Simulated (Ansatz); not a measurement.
Cartesian coordinates in Å:
```
B -0.2880 1.3210 0.5480
C -0.2973 0.8707 -0.8866
O 0.0484 -0.3467 -1.3412
C 0.4920 -1.3031 -0.3514
Ga 0.4140 -0.3962 1.4422
H -0.6242 2.4347 0.8018
H -1.3760 0.8003 -0.1491
H -0.5812 1.4979 -1.7329
H 1.4930 -1.6256 -0.6548
H -0.1619 -2.1766 -0.4432
H 0.8813 -1.0763 2.7671
```

Charge 0, multiplicity 1.

(1) List the B3LYP/def2-TZVPP orbital energies in eV (Ansatz 0.2.0). (Estimate.)

## Answers

(1) Computed: Occupied: -10137.31, -1249.11, -1106.36, -1106.25, -1106.24, -521.52, -279.00, -277.65, -182.94, -149.11, -102.58, -102.28, -102.26, -29.21, -22.39, -22.25, -22.22, -22.18, -22.04, -20.22, -18.10, -14.55, -13.58, -12.82, -11.41, -11.08, -10.46, -9.39, -7.97, -7.52, -6.52. Lowest empty: -1.88, 0.19, 0.58, 1.10, 1.16, 1.58, 1.88, 2.25.

B3LYP here is the variant with VWN-RPA as its local correlation; programs differ in this.
